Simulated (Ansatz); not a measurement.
The cluster Ga2Te3⁺. Total charge 1; doublet. Geometry r2SCAN-D4/def2-SVP.

Cartesian coordinates in Å:
```
Ga 0.6677 -1.5906 -1.2420
Ga 0.3407 0.6560 0.7814
Te -1.6942 2.0478 0.4340
Te 2.4972 -0.4442 0.3685
Te -1.8114 -0.6690 -0.3419
```

In the def2 sets Te takes a core potential, while STO-3G treats all electrons; there is no spin–orbit coupling. LC-ωPBE has ω = 0.4 bohr⁻¹. At HF/STO-3G the charge 1 doublet is spin-contaminated (final ⟨S²⟩ up to 2.02, 0.75 for a pure state). Another isomer (doublet) lies 0.22 eV lower at PBE0-D4/def2-TZVP; other spin states weren't run for this one.

Task: Estimate the α-spin orbital energies around the gap (eV) in Ansatz with HF/STO-3G, PBE-D4/def2-TZVP, r2SCAN-D4/def2-TZVP, PBE0-D4/def2-SVP, LC-ωPBE/def2-TZVP.

Result: 
```csv
orbital,HF/STO-3G,PBE-D4/def2-TZVP,r2SCAN-D4/def2-TZVP,PBE0-D4/def2-SVP,LC-ωPBE/def2-TZVP
HOMO−9,-18.78,-19.28,-19.80,-21.05,-24.07
HOMO−8,-17.87,-14.82,-15.17,-16.18,-19.01
HOMO−7,-15.48,-14.10,-14.47,-15.49,-18.39
HOMO−6,-15.09,-12.53,-12.86,-13.64,-15.75
HOMO−5,-14.56,-11.82,-12.14,-12.91,-15.23
HOMO−4,-12.97,-11.57,-11.90,-12.75,-15.03
HOMO−3,-12.58,-10.85,-11.14,-11.90,-14.09
HOMO−2,-12.15,-10.24,-10.51,-11.24,-13.54
HOMO−1,-11.30,-10.14,-10.42,-11.15,-13.46
HOMO,-10.53,-9.56,-9.88,-10.55,-12.73
LUMO,-3.53,-7.93,-7.92,-7.40,-5.32
LUMO+1,-2.70,-7.71,-7.63,-7.09,-5.09
LUMO+2,-2.37,-6.66,-6.60,-6.08,-4.19
LUMO+3,-0.87,-6.19,-6.05,-5.52,-3.57
LUMO+4,-0.54,-5.62,-5.45,-4.95,-3.04
LUMO+5,0.58,-5.20,-5.00,-4.54,-2.80
β HOMO,-11.09,-9.97,-10.15,-10.75,-12.76
β LUMO,-3.52,-9.11,-9.07,-8.68,-6.84
```
